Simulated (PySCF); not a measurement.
C5H7O3 (doublet state).
Z-matrix (Å and degrees, GFN2-xTB geometry), rows numbered from 1:
```
C 
C   1  1.4718
C   2  1.4749  1  122.39
C   3  1.5576  2  113.83  1   134.29
O   4  1.4099  3  104.75  2   114.54
C   5  1.3467  4  110.64  3     3.03
O   6  1.1860  5  124.23  4   179.88
O   6  1.3365  5  111.19  4     0.14
H   1  1.0884  2  111.31  3   -28.22
H   1  1.0891  2  110.79  3  -150.45
H   1  1.0969  2  110.84  3    91.29
H   2  1.0769  1  119.32  3  -168.52
H   3  1.0949  2  110.93  1     7.10
H   4  1.0935  3  111.77  2    -3.40
H   4  1.0931  3  112.33  2  -127.07
```

The hyperfine couplings belong to this conformer and change with its torsions.

Identity: `[CH]([C@@H]1OC(OC1)=O)C` [radical].

Method used: PySCF, UKS B3LYP, pcH-1 on C H O, non-relativistic, mean-field spin-orbit, GIAO. Isolated species at its GFN2-xTB geometry (one conformer only). Couplings are sensitive to structure, and on GFN2-xTB geometries they can be far from those on DFT ones. The SCF solution wasn't tested for stability.

Largest spin populations (Mulliken): C2 (+1.00), C1 (-0.08) and H11 (+0.07). C2 is the only atom above +0.15. The angles at C2 add up to 359.0°, so it is planar; its axial dipolar tensor and the negative coupling of its proton fit spin in a p orbital normal to that plane.

Question: Find Q in a(H) = Q·ρ(C) for the protons on the planar carbons that carry spin.

Answer: 
| H | C | ρ(C) | a(H) (G) | a/ρ (G) |
| --- | --- | --- | --- | --- |
| H12 | C2 | +1.002 | -21.39 | -21.3 |

One proton gives one ratio, Q = -21.3 G, and no test of linearity. In McConnell's picture π spin on carbon polarises the C–H bond and leaves opposite spin at the proton, which makes Q negative, as found here.

Question: How do the β-proton couplings of this frozen conformer go with θ, the angle between the C–H bond and the normal to the plane of the spin centre's three neighbours, both seen down the bond from centre to carbon?

Answer: 
```csv
β H,on,centre,θ (°),cos²θ,a (G)
H9,C1,C2,67,0.15,+9.47
H10,C1,C2,55,0.33,+19.29
H11,C1,C2,7,0.99,+60.51
H13,C3,C2,88,0.00,+0.59
```

Fitting the Heller–McConnell form a = ρ(B0 + B2 cos²θ), with Mulliken ρ = 1.00, gives B0 = 0.1 G and B2 = 60.8 G, with a largest miss of 0.7 G. By this fit the coupling would be 61.1 G at θ = 0° and 0.1 G at 90°.

Question: What would the freely rotating methyl group on C1 show?

Answer: Three equal couplings, a 1:3:3:1 quartet. The mean of the three values of this geometry estimates the splitting: 29.8 G, or 83.4 MHz (three bonds 120° apart have a mean cos²θ of 1/2 at any torsion).

Couplings in gauss use g_iso = 2.0024.

Hardware: Arm Neoverse V1, one thread, shared host with 32 logical CPUs at a one-minute load of 28. Cost: 76 s (with the writing of density and orbital grids), 0.96 GiB resident at most.
